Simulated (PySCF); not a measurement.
**Field gradients at the hydrogen positions**

Species: C₆H₁₂OSi₂.
Structure used (PBE0-D3(BJ)/def2-SVP), in Å, numbered top down from 1:
```xyz
21
C6H12OSi2 angstrom
C      4.1489    0.0280    1.2488
C      2.8598   -0.1809    0.6180
C      1.7772   -0.3512    0.0829
Si     0.1355   -0.6260   -0.6597
O     -0.0079    0.1172   -2.1592
Si    -1.3671    1.0908   -2.3367
C     -2.3105    0.6369   -0.7583
C     -1.2524    0.2508    0.2988
C     -1.8123   -0.5040    1.4978
H      4.7285   -0.9078    1.2849
H      4.7400    0.7719    0.6923
H      4.0289    0.3940    2.2804
H     -0.0863   -2.0953   -0.8008
H     -0.9677    2.5302   -2.3860
H     -2.0937    0.7504   -3.5944
H     -2.9481   -0.2376   -0.9854
H     -2.9865    1.4304   -0.3973
H     -0.7733    1.1815    0.6601
H     -2.2734   -1.4566    1.1893
H     -1.0253   -0.7400    2.2322
H     -2.5868    0.0830    2.0184
```

Level: PBE0/pcSseg-1 (PySCF, non-relativistic); Q(2H) = 0.00286 b; rigid geometry, the same for H and D, with no vibrational averaging.

Task: Rank these positions by the coupling χzz of a deuteron there, largest first.
A. H13 (Si–H hydrogen)
B. H18 (methine hydrogen)
C. H20 (methyl hydrogen)

Result: C (195 kHz), B (188 kHz), A (93 kHz).

Task: Tabulate Vzz, the asymmetry η and χzz = 234.96 MHz × Q × Vzz for every hydrogen position.

Result: 
```
atom  bonded to  bond length (Å)  Vzz (au)     η  χzz (kHz)
 H10         C1            1.101    0.2875  0.03        193
 H11         C1            1.101    0.2879  0.03        193
 H12         C1            1.101    0.2882  0.03        194
 H13        Si4            1.493    0.1389  0.01         93
 H14        Si6            1.495    0.1373  0.01         92
 H15        Si6            1.492    0.1387  0.02         93
 H16         C7            1.106    0.2865  0.03        193
 H17         C7            1.103    0.2940  0.03        198
 H18         C8            1.107    0.2798  0.05        188
 H19         C9            1.102    0.2886  0.03        194
 H20         C9            1.102    0.2895  0.02        195
 H21         C9            1.102    0.2896  0.02        195
```

Task: Average by the element that carries the hydrogen.

Result: on C: 194 kHz over 9 positions, mean bond length 1.103 Å; on Si: 93 kHz over 3 positions, mean bond length 1.493 Å.

The structure is a single PBE0-D3(BJ)/def2-SVP conformer in the gas phase; no vibrational or solvent corrections. With so small a basis the couplings can be 20 % off.
